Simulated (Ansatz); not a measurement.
`C#[C][Zr]([Cl])([Cl])[Cl]` + HI → `[Cl][Zr]([Cl])([Cl])[I]` + `C#C` at 700 K and 1 bar (ligand exchange at a Zr–C bond).

Isolated molecules relaxed with PBE0-D4/def2-TZVP in Ansatz; ΔE leaves out vibrations. CBS: MP2 limit from def2 TZ/QZ plus the TZ coupled-cluster correction, frozen cores. This one scheme is used for every species. def2 core potentials past Kr. For I, Zr outer-core shells are correlated without core-valence functions, which leaves a few kJ/mol of doubt a bond.

```json
{"species": "`C#[C][Zr]([Cl])([Cl])[Cl]`", "CCSD(T)/CBS energy (Eh)": "-1503.20894", "H − E (kJ/mol)": "136.3", "S (J/(mol·K))": "517.7"}
{"species": "HI", "CCSD(T)/CBS energy (Eh)": "-298.03592", "H − E (kJ/mol)": "34.6", "S (J/(mol·K))": "231.7"}
{"species": "`[Cl][Zr]([Cl])([Cl])[I]`", "CCSD(T)/CBS energy (Eh)": "-1724.06608", "H − E (kJ/mol)": "76.9", "S (J/(mol·K))": "488.3"}
{"species": "`C#C`", "CCSD(T)/CBS energy (Eh)": "-77.22717", "H − E (kJ/mol)": "102.1", "S (J/(mol·K))": "244.4"}
```

H − E and S are ideal-gas, rigid-rotor, harmonic terms from PBE0-D4/def2-TZVP. 1 Eh = 2625.50 kJ/mol, R = 8.31446 J/(mol·K).

Problem. By hand: ΔE, ΔH, ΔS and ΔG.

Solution. ΔE = (-1724.06608) + (-77.22717) − (-1503.20894) − (-298.03592) = -0.04839 Eh = -127.0 kJ/mol. Δ(H − E) = 76.9 + 102.1 − 136.3 − 34.6 = 8.1, so ΔH = -118.9 kJ/mol. ΔS = 488.3 + 244.4 − 517.7 − 231.7 = -16.7 J/(mol·K). ΔG = -118.9 − 700 × (-16.7)/1000 = -107.2 kJ/mol.

Problem. By hand: the equilibrium constant, and the temperature at which ΔG would vanish if ΔH and ΔS stayed fixed.

Solution. log₁₀ K = −ΔG/(RT ln 10) = 8.0. ΔG = 0 at ΔH/ΔS = 7120 K, far beyond where these terms or the molecules hold.

ΔH outweighs TΔS. A doubt of 5 kJ/mol in ΔE shifts log₁₀ K by 0.4 here. These are equilibria of isolated gas molecules and say nothing of rates. Largest T1 diagnostic: 0.016 (customary marks: 0.02 for closed shells, 0.045 for open ones).
